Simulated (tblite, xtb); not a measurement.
C$_{4}$H$_{12}$O$_{2}$Si (SMILES CO[Si](C)(C)OC), singlet, at a GFN2-xTB geometry. Base run: GFN1-xTB run with xtb.

Geometry (Å):
```xyz
19

C     -2.0445    -1.4250     0.5016
O     -0.7277    -0.9678     0.6042
Si    -0.0386     0.3283    -0.1265
C     -0.7913     1.9812     0.4182
C     -0.1230     0.1185    -2.0242
O      1.4779     0.3830     0.4504
C      2.4395    -0.6344     0.4623
H     -2.1417    -2.3079     1.1346
H     -2.2860    -1.6926    -0.5299
H     -2.7486    -0.6610     0.8393
H     -1.8191     2.0684     0.0797
H     -0.2412     2.8236     0.0154
H     -0.7892     2.0746     1.4995
H      0.2321    -0.8639    -2.3275
H      0.4884     0.8571    -2.5331
H     -1.1368     0.2264    -2.3995
H      3.2665    -0.3024     1.0909
H      2.0221    -1.5577     0.8664
H      2.8083    -0.8242    -0.5487
```
All else is at xtb's defaults.
Base energy -26.31531 Eh.

Programs used: tblite, xtb; a row that names a program was run with it.

Variants of this job, named by their change:

```tsv
change	ΔE vs base (kJ/mol)	HOMO-LUMO gap (eV)	dipole (D)	G_solv (kcal/mol)	SCF cycles
base	0.00	7.17	2.06	-	10
program = tblite; method = gfn1; option = (--etemp, 2000)	0.00	-	-	-	-
acc = 0.0001	0.00	7.17	2.06	-	16
file = coord	0.00	7.17	2.06	-	10
alpb = ch2cl2	…	…	…	…	10
etemp = 3000	0.00	7.17	2.06	-	10
alpb = toluene	…	…	…	…	10
acc = 0.1	0.00	7.17	2.06	-	11
program = tblite; method = gfn1; option = (--alpb, water)	…	-	-	-	-
program = tblite; method = gfn1	0.00	-	-	-	-
```

**Question.** What belongs in the gaps?

**Answer.** 
- alpb = ch2cl2, ΔE vs base (kJ/mol): -34.8
- alpb = ch2cl2, HOMO-LUMO gap (eV): 7.33
- alpb = ch2cl2, dipole (D): 2.23
- alpb = ch2cl2, G_solv (kcal/mol): -8.60
- alpb = toluene, ΔE vs base (kJ/mol): -30.5
- alpb = toluene, HOMO-LUMO gap (eV): 7.28
- alpb = toluene, dipole (D): 2.17
- alpb = toluene, G_solv (kcal/mol): -7.45
- program = tblite; method = gfn1; option = (--alpb, water), ΔE vs base (kJ/mol): -11.95

ALPB and GBSA are two models with their own fitted parameters for each solvent, which aren't always the measured dielectric constant.
